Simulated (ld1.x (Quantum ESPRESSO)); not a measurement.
**Pseudopotential generation for nickel (Ni): PAW, revPBE, scalar-relativistic.**

nickel, PAW, made with ld1.x (Quantum ESPRESSO) 7.5 (revPBE, scalar-relativistic). Core [Ne] 3s2, reference 3p6 3d8 4s1.75 4p0.25. Waves: 4s (bound): rcut 1.75, rcutus 2.20 bohr; 4s channel at 0.05 Ry: rcut 1.75, rcutus 2.20 bohr; 3p (bound): rcut 1.10, rcutus 1.25 bohr; 4p (bound): rcut 1.10, rcutus 1.25 bohr; 3d (bound): rcut 0.90, rcutus 1.05 bohr; 3d channel at 0.35 Ry: rcut 0.90, rcutus 1.05 bohr. Local part: all-electron potential smoothed inside 2.15 bohr (lloc = -1). Core correction: Bessel-smoothed model core, default radius (core density twice the valence density). Augmentation charge: PSQ, inside the norm-conserving radii.

(1) Estimate the cutoffs (Ry, on a coarse ladder) from which the occupation-weighted sum of valence levels, in a spherical-Bessel basis at the reference potential, stays within 10 and 1 mRy of its value at 400 Ry.

(2) What does a ghost test show?

(3) Is the overlap operator S = 1 + Σ q|β⟩⟨β| positive definite (Bessel basis up to 400 Ry)?

(4) Which valence shell sets the plane-wave cutoff?

Results:

(1) 140 Ry and 230 Ry.

(2) No extra level below or beside the all-electron valence levels (s, p, d, f tested).

(3) Yes: its lowest eigenvalue is 0.17 (p channel).

(4) 3d: its level needs 140 Ry to come within 1 mRy, against 80 Ry for 4p.

Its largest configuration-test error is -5.2 meV (3p6 3d8 4s0 4p0). Test run stopped at test 4 of 7 (negative rho).
